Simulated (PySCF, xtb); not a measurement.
AlI₃, SMILES [I][Al]([I])[I].

GFN2-xTB in xtb at its own geometry gives an orbital gap of 4.01 eV and a dipole moment of 0.00 D.

Geometry: PBE0-D3(BJ)/def2-SVP. The isomer is the one that the SMILES or the coordinates give; other isomers of the formula were not compared. The def2 effective core potentials stand for the cores of I; spin–orbit coupling is left out.

### Question
What does PBE/def2-TZVP run with PySCF give? (An estimate is asked for; the answer gives what the named calculation found.)

### Answer
gap 3.94 eV (levels -6.61 and -2.67 eV), dipole 0.00 D.
